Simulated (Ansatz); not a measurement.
Relaxation of ClH₄NSSi₂ (9 atoms, charge 0, multiplicity 1), to a largest force component of 0.015 eV/Å in at most 40 steps.

Theory: RKS PBE0-D4/def2-SVP (Ansatz).

```xyz
9
Properties=species:S:1:pos:R:3:forces:R:3
N 0.813 1.360 0.948 0.42 3.41 -1.80
Si 0.626 -0.131 0.235 -1.65 -1.15 0.47
Cl 1.460 -1.559 1.366 1.09 -0.84 0.54
Si -0.525 -0.668 -1.542 -1.25 0.05 -0.60
S -1.491 -0.384 0.369 -0.42 -0.16 -0.22
H 0.635 2.091 0.167 0.08 -1.20 1.86
H 1.758 1.532 1.221 1.07 0.37 0.57
H -1.049 0.388 -2.479 0.36 -0.37 -0.21
H -0.757 -2.085 -1.899 0.29 -0.12 -0.60
```

**Question.** Where does it end, and by what steps?

**Answer.** The run converged. The force dipped under the threshold on the way, but the program's further checks kept it going. After 13 steps the energy has fallen by 0.867 eV; H6 moved furthest, 0.52 Å.

```
step  energy less start (eV)  largest force component (eV/Å)  accepted
   0                  0.0000                           3.409       yes
   1                 -0.7222                           1.055       yes
   2                 -0.8002                           0.870       yes
   3                 -0.8238                           0.632       yes
   4                 -0.8498                           0.327       yes
   5                 -0.8589                           0.339       yes
   6                 -0.8268                           0.368        no
   7                 -0.8656                           0.083       yes
   8                 -0.8645                           0.157        no
   9                 -0.8670                           0.029       yes
  10                 -0.8669                           0.037        no
  11                 -0.8673                           0.009       yes
  12                 -0.8674                           0.022       yes
  13                 -0.8674                           0.007       yes
```

```xyz
9
Properties=species:S:1:pos:R:3
N 1.013 1.399 0.843
Si 0.425 -0.119 0.346
Cl 1.548 -1.530 1.353
Si -0.616 -0.740 -1.551
S -1.692 -0.321 0.333
H 0.509 2.254 0.642
H 1.986 1.544 1.081
H -0.969 0.209 -2.647
H -0.734 -2.152 -2.014
```

Whether the end is a true minimum wasn't checked by a vibrational analysis.

Time of the run: 31 s on 2 threads of Intel(R) Xeon(R) Platinum 8488C (Sapphire Rapids), on a shared host, peak memory 0.27 GiB.
